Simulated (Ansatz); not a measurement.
`C[Si](O)(F)[SiH3]` + H–F → `C[Si](F)(F)[SiH3]` + H₂O at 600 K and 1 bar (ligand exchange at the Si–O bond).

Calculated with Ansatz (gas phase, PBE0-D4/def2-TZVP geometries, no zero-point term in ΔE). CBS: MP2 limit from def2 TZ/QZ plus the TZ coupled-cluster correction, frozen cores. This one scheme is used for every species. One conformer a species, not always the lowest.

```csv
species,CCSD(T)/CBS energy (Eh),H − E (kJ/mol),S (J/(mol·K))
`C[Si](O)(F)[SiH3]`,-795.51911,283.0,491.4
H–F,-100.39570,42.3,194.0
`C[Si](F)(F)[SiH3]`,-819.55181,248.2,474.8
H₂O,-76.37941,76.8,212.8
```

H − E and S are ideal-gas, rigid-rotor, harmonic terms from PBE0-D4/def2-TZVP, for one conformer and one mirror image of each species. 1 Eh = 2625.50 kJ/mol, R = 8.31446 J/(mol·K).

Problem. By hand: ΔE, ΔH, ΔS and ΔG.

Solution. ΔE = (-819.55181) + (-76.37941) − (-795.51911) − (-100.39570) = -0.01641 Eh = -43.1 kJ/mol. Δ(H − E) = 248.2 + 76.8 − 283.0 − 42.3 = -0.3, so ΔH = -43.4 kJ/mol. ΔS = 474.8 + 212.8 − 491.4 − 194.0 = 2.2 J/(mol·K). ΔG = -43.4 − 600 × (2.2)/1000 = -44.7 kJ/mol.

Problem. By hand: the equilibrium constant, and the temperature at which ΔG would vanish if ΔH and ΔS stayed fixed.

Solution. log₁₀ K = −ΔG/(RT ln 10) = 3.9. ΔH and −TΔS have one sign here, so there is no such temperature.

The number of gas molecules stays the same, so ΔS is small and ΔH decides. A doubt of 5 kJ/mol in ΔE shifts log₁₀ K by 0.4 here. Other conformers and mirror images would add mixing entropy, several J/(mol·K) or more a flexible species. These are equilibria of isolated gas molecules and say nothing of rates. Largest T1 diagnostic: 0.012 (customary marks: 0.02 for closed shells, 0.045 for open ones).

ΔS is within the doubt of such terms, so its sign, and with it that verdict, could turn.
